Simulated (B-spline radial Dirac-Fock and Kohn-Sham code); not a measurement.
X-ray lines that fill the L3 vacancy in Tb⁴⁺

System: Tb⁴⁺, configuration [Xe] 4f7.

Input file task.json (cfg lists n, l and occupation; rrms is the nuclear radius in fm):

```json
{"items": [{
  "Z": 65,
  "q": 4,
  "cfg": [[1, 0, 2], [2, 0, 2], [2, 1, 6], [3, 0, 2], [3, 1, 6], [3, 2, 10], [4, 0, 2], [4, 1, 6], [4, 2, 10], [4, 3, 7], [5, 0, 2], [5, 1, 6]],
  "A": 159,
  "rrms": 5.06,
  "do": ["binding", "quiet", "decay"],
  "holes": ["K", "L1", "L2", "L3", "M1", "M2", "M3", "M4", "M5", "N1", "N2", "N3", "N4", "N5"]
}]}
```

Launch: `python xray_run.py task.json out`

These are calculated numbers from a radial finite-basis atomic code; the model is a relativistic independent-particle model: LDA orbitals of the hole state, radiative multipoles to third order, Auger rates from the Coulomb interaction with a continuum orbital, Dirac-Fock energies.

```csv
line,multipole,energy (eV),width (meV),share (%)
Lℓ,E1,5545.2,21.9,3.28
L3-M2,E2,5744.7,0.189,0.0282
L3-M3,E2,5899.4,0.173,0.0259
Lα2,E1,6238.8,55.6,8.30
Lα1,E1,6271.7,492,73.4
Lβ6,E1,7109.1,5.24,0.783
Lβ15,E1,7355.9,9.43,1.41
Lβ2,E1,7362.1,84.5,12.6
Lβ7,E1,7472.6,1.00,0.150
```

The listed lines hold 100.0 % of the radiative rate. The radiative width is 0.670 eV in the length form and 0.679 eV in the velocity form; the two differ because the transition energies are not eigenvalue differences of the potential that gave the orbitals.
